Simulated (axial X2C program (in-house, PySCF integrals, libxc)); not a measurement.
# Bond lengths and stretching modes, held linear, of MoNC⁻

Computed with an axial X2C code built on PySCF integrals: two-component X2C with atomic mean-field Coulomb and Gaunt terms, Gaussian nuclei, basis Mo dyall-v3z, N dyall-av3z, C dyall-v3z with contracted cores. Spin-free rows use the one-electron spin-free X2C Hamiltonian.

Masses Mo 97.905, N 14.003, C 12.000 u. States: 2c Ω = 3 (beyond evenly filled blocks: ω = 1/2, ω = 5/2); spin-free M_S = 3, Λ = 0 (beyond evenly filled blocks: 2 × σα, π+α, π-α, δ+α, δ-α).

r2SCAN, 2c: energies above the lowest point

| r(Mo–N) (Å) | r(N–C) (Å) | E (meV) |
| --- | --- | --- |
| 2.1275 | 1.1437 | 71.63 |
| 2.1275 | 1.1730 | 11.46 |
| 2.1275 | 1.2023 | 41.69 |
| 2.1820 | 1.1437 | 56.83 |
| 2.1820 | 1.1730 | 0.00 |
| 2.1820 | 1.2023 | 33.84 |
| 2.1820 | 1.2317 | 142.42 |
| 2.2365 | 1.1437 | 61.69 |
| 2.2365 | 1.1730 | 7.43 |
| 2.2365 | 1.2023 | 44.03 |
| 2.2911 | 1.1730 | 29.28 |
| 2.2911 | 1.2317 | 181.88 |

Fit a quadratic surface with cubic terms in each bond: where is the minimum, and what are the two stretching wavenumbers?

At r2SCAN, 2c: bonds 2.185 and 1.176 Å; harmonic stretches 286.5 and 2084.2 cm⁻¹; force constants 0.996, 16.6 and coupling 0.28 mdyn/Å.

The other levels and Hamiltonians give:

| Hamiltonian | level | r(Mo–N) (Å) | r(N–C) (Å) | lower stretch (cm⁻¹) | upper stretch (cm⁻¹) |
| --- | --- | --- | --- | --- | --- |
| 2c | PBE0 | 2.181 | 1.171 | 291.0 | 2130.7 |
| 2c | HF | 2.315 | 1.150 | 226.1 | 2296.1 |
| spin-free | PBE0 | 2.182 | 1.171 | 291.3 | 2130.5 |
| spin-free | HF | 2.315 | 1.150 | 226.7 | 2296.0 |
| spin-free | r2SCAN | 2.185 | 1.176 | 287.0 | 2084.0 |

Each state is one determinant, the lowest of a limited PBE0 search; the stretches come from a fit to these few points and carry an uncertainty of a few per cent. Other orders of the atoms were not compared. Left out for rough or failed fits: MP2 2c, MP2 spin-free. The levels spread by more than a fifth, so the stretches depend strongly on the method. For an anion the highest level of a functional can be positive, and the basis then holds the extra electron. The molecule was held linear; bending was not examined, so a bent shape may lie lower. Open-shell Ω = 0 determinants with evenly filled partner blocks cannot be reached by this program, so the Ω shown need not be the lowest component. Note: several unpaired electrons, one determinant need not be a pure state.
